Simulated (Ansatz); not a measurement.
Relaxation of AlClH5NSi (9 atoms, charge 0, multiplicity 1), to a largest force component of 0.03 eV/Å in at most 50 steps.

Computed with Ansatz 0.2.0, UKS PBE0-D4/cc-pVDZ.

```xyz
9
Properties=species:S:1:pos:R:3
Al -1.482 0.404 -1.255
Si 1.032 -0.113 1.288
N -0.359 -0.595 -2.050
H 0.141 0.033 0.142
Cl -2.731 1.628 -0.073
H 0.986 -1.543 1.723
H 2.407 0.264 0.838
H 0.587 0.781 2.403
H -0.581 -0.859 -3.016
```

**Question.** Where does it end, and by what steps?

**Answer.** The run converged. After 25 steps the energy has fallen by 3.465 eV; H4 moved furthest, 2.59 Å. Parted: Si2–H4. Joined: Al1–H4, Si2–N3.

```json
{"step": "0", "energy less start (eV)": "0.0000", "largest force component (eV/Å)": "0.699", "accepted": "yes"}
{"step": "1", "energy less start (eV)": "-0.0818", "largest force component (eV/Å)": "0.389", "accepted": "yes"}
{"step": "2", "energy less start (eV)": "-0.0614", "largest force component (eV/Å)": "0.625", "accepted": "no"}
{"step": "3", "energy less start (eV)": "-0.0990", "largest force component (eV/Å)": "0.499", "accepted": "yes"}
{"step": "4", "energy less start (eV)": "-0.1142", "largest force component (eV/Å)": "0.143", "accepted": "yes"}
{"step": "5", "energy less start (eV)": "-0.1374", "largest force component (eV/Å)": "0.135", "accepted": "yes"}
{"step": "6", "energy less start (eV)": "-0.1590", "largest force component (eV/Å)": "0.194", "accepted": "yes"}
{"step": "7", "energy less start (eV)": "-0.1911", "largest force component (eV/Å)": "0.225", "accepted": "yes"}
{"step": "8", "energy less start (eV)": "-0.2337", "largest force component (eV/Å)": "0.243", "accepted": "yes"}
{"step": "9", "energy less start (eV)": "-0.2798", "largest force component (eV/Å)": "0.782", "accepted": "yes"}
{"step": "10", "energy less start (eV)": "-0.3044", "largest force component (eV/Å)": "1.250", "accepted": "yes"}
{"step": "11", "energy less start (eV)": "-0.3565", "largest force component (eV/Å)": "0.499", "accepted": "yes"}
{"step": "12", "energy less start (eV)": "-0.4528", "largest force component (eV/Å)": "0.568", "accepted": "yes"}
{"step": "13", "energy less start (eV)": "-0.6504", "largest force component (eV/Å)": "0.807", "accepted": "yes"}
{"step": "14", "energy less start (eV)": "-0.9463", "largest force component (eV/Å)": "0.954", "accepted": "yes"}
{"step": "15", "energy less start (eV)": "-1.2829", "largest force component (eV/Å)": "1.002", "accepted": "yes"}
{"step": "16", "energy less start (eV)": "-1.8796", "largest force component (eV/Å)": "1.589", "accepted": "yes"}
{"step": "17", "energy less start (eV)": "-2.4091", "largest force component (eV/Å)": "1.277", "accepted": "yes"}
{"step": "18", "energy less start (eV)": "-2.7566", "largest force component (eV/Å)": "1.131", "accepted": "yes"}
{"step": "19", "energy less start (eV)": "-3.0970", "largest force component (eV/Å)": "0.520", "accepted": "yes"}
{"step": "20", "energy less start (eV)": "-3.3082", "largest force component (eV/Å)": "0.374", "accepted": "yes"}
{"step": "21", "energy less start (eV)": "-3.4158", "largest force component (eV/Å)": "0.187", "accepted": "yes"}
{"step": "22", "energy less start (eV)": "-3.4489", "largest force component (eV/Å)": "0.182", "accepted": "yes"}
{"step": "23", "energy less start (eV)": "-3.4620", "largest force component (eV/Å)": "0.277", "accepted": "yes"}
{"step": "24", "energy less start (eV)": "-3.4632", "largest force component (eV/Å)": "0.096", "accepted": "yes"}
{"step": "25", "energy less start (eV)": "-3.4651", "largest force component (eV/Å)": "0.021", "accepted": "yes"}
```

```xyz
9
Properties=species:S:1:pos:R:3
Al -1.436 0.957 -0.143
Si 1.250 -0.675 0.411
N -0.139 -0.208 -0.560
H -1.473 1.738 1.224
Cl -2.957 1.249 -1.604
H 1.244 -2.142 0.734
H 2.547 -0.362 -0.278
H 1.164 0.111 1.684
H -0.200 -0.667 -1.468
```

Whether the end is a true minimum wasn't checked by a vibrational analysis.

The run took 100 s on 2 threads of Arm Neoverse V2 (shared host), peak memory 0.29 GiB.
